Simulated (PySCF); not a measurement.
HSi, SMILES [SiH] (connectivity only; charge and spin as stated), charge +1, multiplicity 1.

Coordinates come from a r2SCAN-D4/def2-TZVPD optimisation.

Two levels are set side by side: PBE/def2-TZVPD (PySCF) and r2SCAN/def2-TZVPD (PySCF). Same geometry, gas phase. Differences are taken from unrounded values.

```tsv
quantity	r2SCAN	PBE	PBE minus r2SCAN
orbital gap (eV)	3.18	2.75	-0.44
highest occupied level (eV)	-14.50	-14.28	0.22
lowest empty level (eV)	-11.32	-11.53	-0.22
mean polarisability (bohr³)	20.8	20.7	-0.1
```

Rough cost on one machine, each run with all the roots and properties that it gave: r2SCAN against PBE about 4 times.
